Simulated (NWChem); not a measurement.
System: SiH4O3; SMILES O[SiH](O)O

Input file for NWChem:

```
start job
memory heap 200 mb stack 900 mb global 1100 mb
geometry units angstroms noautoz
  Si    -0.035295    -0.019325     0.511875
  O     -1.575170     0.283238    -0.055407
  O      0.345512    -1.610404     0.197788
  O      0.921933     1.104955    -0.283947
  H      0.116121     0.098530     1.992469
  H     -1.682378     1.180995    -0.415572
  H      0.093653    -1.909398    -0.694420
  H      1.834693     1.180372     0.043415
end
basis spherical
  Si library aug-cc-pvdz
  O library aug-cc-pvdz
  H library aug-cc-pvdz
end
dft
  xc hfexch
  iterations 150
end
tddft
  cis
  nroots 6
  notriplet
end
task tddft energy
```

Excerpt of the output:

```
             Northwest Computational Chemistry Package (NWChem) 7.3.0
             --------------------------------------------------------

 C1  symmetry detected

                             Geometry "geometry" -> ""
                             -------------------------

 Output coordinates in angstroms (scale by  1.889725989 to convert to a.u.)

  No.       Tag          Charge          X              Y              Z
 ---- ---------------- ---------- -------------- -------------- --------------
    1 Si                  14.0000     0.02454267    -0.03636775     0.34478369
    2 O                    8.0000    -1.51591178     0.33255051    -0.18006645
    3 O                    8.0000     0.42547362    -1.55672882    -0.20562849
    4 O                    8.0000     0.97253074     1.20639220    -0.26389517
    5 H                    1.0000     0.16718106    -0.14408010     1.82702103
    6 H                    1.0000    -1.63180158     1.27352660    -0.39986991
    7 H                    1.0000     0.18158021    -1.71884730    -1.13465976
    8 H                    1.0000     1.88270242     1.24083820     0.07725788

 Effective nuclear repulsion energy (a.u.)     185.7369278536

  xc_inp: hfexch multiplicative factor not found.

                                 NWChem DFT Module
                                 -----------------

 Summary of "ao basis" -> "ao basis" (spherical)
 ------------------------------------------------------------------------------
       Tag                 Description            Shells   Functions and Types
 ---------------- ------------------------------  ------  ---------------------
 Si                       aug-cc-pvdz               11       27   5s4p2d
 O                        aug-cc-pvdz                9       23   4s3p2d
 H                        aug-cc-pvdz                5        9   3s2p

            General Information
            -------------------
          SCF calculation type: DFT
          Wavefunction type:  closed shell.
          No. of atoms     :     8
          No. of electrons :    42
           Alpha electrons :    21
            Beta electrons :    21
          Charge           :     0
          Spin multiplicity:     1
          Use of symmetry is: off; symmetry adaption is: off
          Maximum number of iterations: 150
          AO basis - number of functions:   132
                     number of shells:    58
          Convergence on energy requested:  1.00D-06
          Convergence on density requested:  1.00D-05
          Convergence on gradient requested:  5.00D-04

              XC Information
              --------------
                     Hartree-Fock (Exact) Exchange  1.000

      Superposition of Atomic Density Guess
      -------------------------------------

 Sum of atomic energies:        -515.13378450

      Non-variational initial energy
      ------------------------------

 Total energy =    -516.290443
 1-e energy   =   -1080.490042
 2-e energy   =     378.462671
 HOMO         =      -0.433960
 LUMO         =       0.001298

   convergence    iter        energy       DeltaE   RMS-Dens  Diis-err
 ---------------- ----- ----------------- --------- --------- ---------
 d= 0,ls=0.0,diis     1   -515.9201654942 -7.02D+02  6.31D-03  1.04D+00
 d= 0,ls=0.0,diis     2   -515.9979003517 -7.77D-02  2.15D-03  3.43D-01
 d= 0,ls=0.0,diis     3   -516.0290519843 -3.12D-02  7.04D-04  4.82D-03
 d= 0,ls=0.0,diis     4   -516.0298091813 -7.57D-04  1.62D-04  1.18D-04
 d= 0,ls=0.0,diis     5   -516.0298392352 -3.01D-05  3.08D-05  4.91D-06
  Resetting Diis
 d= 0,ls=0.0,diis     6   -516.0298407765 -1.54D-06  5.18D-06  3.86D-07
 d= 0,ls=0.0,diis     7   -516.0298408633 -8.69D-08  2.04D-06  7.48D-08

         Total DFT energy =     -516.029840863335
      One electron energy =    -1084.017880831494
           Coulomb energy =      428.898381833195
    Exchange-Corr. energy =      -46.647269718683
 Nuclear repulsion energy =      185.736927853647

 Numeric. integr. density =        0.000000000000

                       DFT Final Molecular Orbital Analysis
                       ------------------------------------

 Vector   19  Occ=2.000000D+00  E=-5.242520D-01
              MO Center= -5.5D-01,  1.9D-01, -1.1D-01, r^2= 2.8D+00
   Bfn.  Coefficient  Atom+Function         Bfn.  Coefficient  Atom+Function
  ----- ------------  ---------------      ----- ------------  ---------------
    34      0.405490  2 O  pz                37      0.308479  2 O  pz
    80     -0.283697  4 O  pz                83     -0.206993  4 O  pz
    32     -0.199130  2 O  px                56      0.194873  3 O  py
    35     -0.150283  2 O  px                57     -0.143341  3 O  pz
    59      0.141722  3 O  py                60     -0.099396  3 O  pz

 Vector   20  Occ=2.000000D+00  E=-5.046197D-01
              MO Center=  6.2D-01, -2.1D-01, -2.0D-01, r^2= 2.7D+00
   Bfn.  Coefficient  Atom+Function         Bfn.  Coefficient  Atom+Function
  ----- ------------  ---------------      ----- ------------  ---------------
    79      0.336286  4 O  py                55      0.333781  3 O  px
    58      0.263063  3 O  px                56      0.259393  3 O  py
    82      0.256514  4 O  py                80      0.238582  4 O  pz
    59      0.190243  3 O  py                83      0.190613  4 O  pz
    57     -0.132894  3 O  pz                78     -0.120340  4 O  px

 Vector   21  Occ=2.000000D+00  E=-4.811001D-01
              MO Center= -9.6D-02,  8.4D-02,  6.7D-01, r^2= 2.9D+00
   Bfn.  Coefficient  Atom+Function         Bfn.  Coefficient  Atom+Function
  ----- ------------  ---------------      ----- ------------  ---------------
     4      0.327462  1 Si s                 97      0.325971  5 H  s
    34     -0.312171  2 O  pz                37     -0.242600  2 O  pz
    80     -0.240890  4 O  pz                14      0.229850  1 Si pz
    11      0.192867  1 Si pz                83     -0.182214  4 O  pz
    55      0.144418  3 O  px                20      0.127108  1 Si d  0

 Vector   22  Occ=0.000000D+00  E= 3.199350D-02
              MO Center=  1.1D+00,  9.1D-01, -2.8D-01, r^2= 2.0D+01
   Bfn.  Coefficient  Atom+Function         Bfn.  Coefficient  Atom+Function
  ----- ------------  ---------------      ----- ------------  ---------------
     5      4.573597  1 Si s                126     -1.831968  8 H  s
   108     -1.320239  6 H  s                117     -1.246704  7 H  s
    99     -1.176396  5 H  s                  4      0.551782  1 Si s
    84      0.494533  4 O  px                54     -0.459362  3 O  s
    63     -0.341808  3 O  pz                31     -0.321941  2 O  s

 Vector   23  Occ=0.000000D+00  E= 4.908145D-02
              MO Center=  4.6D-01,  2.8D-01, -6.9D-01, r^2= 2.0D+01
   Bfn.  Coefficient  Atom+Function         Bfn.  Coefficient  Atom+Function
  ----- ------------  ---------------      ----- ------------  ---------------
     5      1.341327  1 Si s                 99     -1.325106  5 H  s
   126      1.285381  8 H  s                 17      1.131385  1 Si pz
    77     -1.087098  4 O  s                117     -0.769239  7 H  s
   125      0.691981  8 H  s                108     -0.623793  6 H  s
    84     -0.544453  4 O  px                15      0.436636  1 Si px

[...]

                                NWChem TDDFT Module
                                -------------------

            General Information
            -------------------
           No. of orbitals :     264
            Alpha orbitals :     132
             Beta orbitals :     132
        Alpha frozen cores :       0
         Beta frozen cores :       0
     Alpha frozen virtuals :       0
      Beta frozen virtuals :       0
         Spin multiplicity :       1
    Number of AO functions :     132
        Use of symmetry is : off
      Symmetry adaption is : off
         Schwarz screening :  0.10D-07

              XC Information
              --------------
              Hartree-Fock (Exact) Exchange   1.00

             TDDFT Information
             -----------------
          Calculation type : CIS
         Wavefunction type : Restricted singlets
          No. of electrons :      42
           Alpha electrons :      21
            Beta electrons :      21
              No. of roots :       6
          Max subspacesize :    5200
            Max iterations :     100
               Target root :       1
           Target symmetry : none
      Symmetry restriction : off
                 Algorithm : Optimal
        Davidson threshold :  0.10D-03

    6 smallest eigenvalue differences (eV)
--------------------------------------------------------
  No. Spin  Occ  Vir  Irrep   E(Occ)    E(Vir)   E(Diff)
--------------------------------------------------------
    1    1   21   22 a        -0.481     0.032    13.962
    2    1   21   23 a        -0.481     0.049    14.427
    3    1   21   24 a        -0.481     0.053    14.527
    4    1   20   22 a        -0.505     0.032    14.602
    5    1   21   25 a        -0.481     0.062    14.770
    6    1   20   23 a        -0.505     0.049    15.067
--------------------------------------------------------

  Entering Davidson iterations
  Restricted singlet excited states

  Iter   NTrls   NConv    DeltaV     DeltaE      Time
  ----  ------  ------  ---------  ---------  ---------
    1      6       0     0.56E-01   0.10+100       30.0
    2     12       0     0.55E-01   0.41E-01       29.6
    3     18       0     0.47E-01   0.13E-01       30.9
    4     24       0     0.27E-01   0.43E-02       29.6
    5     30       0     0.13E-01   0.17E-02       32.2
    6     36       0     0.97E-02   0.54E-03       28.5
    7     42       0     0.10E-01   0.36E-03       28.7
    8     48       0     0.88E-02   0.25E-03       30.6
    9     54       0     0.52E-02   0.10E-03       29.0
   10     60       1     0.24E-02   0.26E-04       24.3
   11     65       4     0.10E-02   0.43E-05       28.3
   12     67       5     0.38E-03   0.57E-06       25.7
   13     68       5     0.18E-03   0.71E-07       27.9
   14     69       6     0.83E-04   0.13E-07       27.3
  ----  ------  ------  ---------  ---------  ---------
  Convergence criterion met

  Ground state a        -516.029840863335 a.u.

  ----------------------------------------------------------------------------
  Root   1 singlet a              0.341303722 a.u.                9.2874 eV
  ----------------------------------------------------------------------------
     Transition Moments    X -0.10792   Y  0.16013   Z  0.10377
     Dipole Oscillator Strength                    0.0109350971
     Electric Quadrupole                           0.0000001203
     Magnetic Dipole                               0.0000036319
     Total Oscillator Strength                     0.0109388493

     Occ.   15  a   ---  Virt.   22  a        0.06700
     Occ.   15  a   ---  Virt.   23  a       -0.05685
     Occ.   16  a   ---  Virt.   22  a       -0.05382
     Occ.   16  a   ---  Virt.   23  a        0.09051
     Occ.   16  a   ---  Virt.   32  a       -0.07516
     Occ.   18  a   ---  Virt.   22  a       -0.11864
     Occ.   18  a   ---  Virt.   23  a        0.13420
     Occ.   18  a   ---  Virt.   25  a        0.08731
     Occ.   18  a   ---  Virt.   29  a        0.05095
     Occ.   18  a   ---  Virt.   30  a        0.05608
     Occ.   18  a   ---  Virt.   32  a       -0.12720
     Occ.   18  a   ---  Virt.   34  a       -0.05632
     Occ.   19  a   ---  Virt.   22  a       -0.21443
     Occ.   19  a   ---  Virt.   23  a        0.08048
     Occ.   19  a   ---  Virt.   24  a        0.06773
     Occ.   19  a   ---  Virt.   25  a        0.09746
     Occ.   19  a   ---  Virt.   29  a        0.11420
     Occ.   19  a   ---  Virt.   30  a        0.06501
     Occ.   19  a   ---  Virt.   32  a       -0.09599
     Occ.   19  a   ---  Virt.   34  a       -0.09077
     Occ.   20  a   ---  Virt.   22  a        0.54120
     Occ.   20  a   ---  Virt.   23  a       -0.13224
     Occ.   20  a   ---  Virt.   24  a        0.16210
     Occ.   20  a   ---  Virt.   25  a       -0.14233
     Occ.   20  a   ---  Virt.   28  a        0.07789
     Occ.   20  a   ---  Virt.   29  a       -0.28938
     Occ.   20  a   ---  Virt.   30  a       -0.19811
     Occ.   20  a   ---  Virt.   32  a        0.06032
     Occ.   20  a   ---  Virt.   33  a       -0.06846
     Occ.   20  a   ---  Virt.   34  a        0.19193
     Occ.   20  a   ---  Virt.   43  a        0.08917
     Occ.   21  a   ---  Virt.   22  a       -0.16514
     Occ.   21  a   ---  Virt.   23  a        0.30167
     Occ.   21  a   ---  Virt.   24  a       -0.05229
     Occ.   21  a   ---  Virt.   25  a        0.08390
     Occ.   21  a   ---  Virt.   30  a        0.15848
     Occ.   21  a   ---  Virt.   32  a       -0.15787
     Occ.   21  a   ---  Virt.   33  a        0.05842
  ----------------------------------------------------------------------------
  Root   2 singlet a              0.347029359 a.u.                9.4432 eV
  ----------------------------------------------------------------------------
     Transition Moments    X -0.11164   Y  0.03784   Z  0.48411
     Dipole Oscillator Strength                    0.0574351120
     Electric Quadrupole                           0.0000001265
     Magnetic Dipole                               0.0000020338
     Total Oscillator Strength                     0.0574372723

     Occ.   15  a   ---  Virt.   22  a        0.09345
     Occ.   15  a   ---  Virt.   29  a       -0.06314
     Occ.   15  a   ---  Virt.   34  a        0.05936
     Occ.   16  a   ---  Virt.   22  a       -0.07050
     Occ.   16  a   ---  Virt.   24  a        0.05924
     Occ.   16  a   ---  Virt.   33  a       -0.05283
     Occ.   17  a   ---  Virt.   24  a        0.05539
     Occ.   18  a   ---  Virt.   22  a       -0.07042
     Occ.   18  a   ---  Virt.   24  a       -0.08820
     Occ.   18  a   ---  Virt.   30  a        0.05108
     Occ.   19  a   ---  Virt.   22  a        0.18846
     Occ.   19  a   ---  Virt.   23  a        0.26638
     Occ.   19  a   ---  Virt.   24  a       -0.23503
     Occ.   19  a   ---  Virt.   26  a       -0.08604
     Occ.   19  a   ---  Virt.   28  a        0.05982
     Occ.   19  a   ---  Virt.   29  a       -0.15276
     Occ.   19  a   ---  Virt.   30  a        0.08878
     Occ.   19  a   ---  Virt.   31  a       -0.06054
     Occ.   19  a   ---  Virt.   32  a       -0.06639
     Occ.   19  a   ---  Virt.   33  a        0.19823
     Occ.   19  a   ---  Virt.   34  a        0.09846
     Occ.   19  a   ---  Virt.   35  a       -0.10503
     Occ.   19  a   ---  Virt.   45  a        0.07906
     Occ.   19  a   ---  Virt.   64  a       -0.05254
     Occ.   20  a   ---  Virt.   23  a       -0.13948
     Occ.   20  a   ---  Virt.   32  a        0.07772
     Occ.   21  a   ---  Virt.   22  a       -0.51563
     Occ.   21  a   ---  Virt.   23  a       -0.21688
     Occ.   21  a   ---  Virt.   24  a        0.29322
     Occ.   21  a   ---  Virt.   25  a        0.09047
     Occ.   21  a   ---  Virt.   28  a       -0.08002
     Occ.   21  a   ---  Virt.   29  a        0.28407
     Occ.   21  a   ---  Virt.   30  a       -0.05366
     Occ.   21  a   ---  Virt.   31  a        0.09214
     Occ.   21  a   ---  Virt.   33  a       -0.19589
     Occ.   21  a   ---  Virt.   34  a       -0.14571
     Occ.   21  a   ---  Virt.   45  a       -0.06974
  ----------------------------------------------------------------------------
  Root   3 singlet a              0.352532380 a.u.                9.5929 eV
  ----------------------------------------------------------------------------
     Transition Moments    X  0.41776   Y  0.13635   Z -0.13382
     Dipole Oscillator Strength                    0.0495945140
     Electric Quadrupole                           0.0000004201
     Magnetic Dipole                               0.0000017347
     Total Oscillator Strength                     0.0495966688

[...]
```

Level: Hartree-Fock/aug-cc-pVDZ, CIS. The geometry was optimised at PBE-D3(BJ)/def2-SVP.
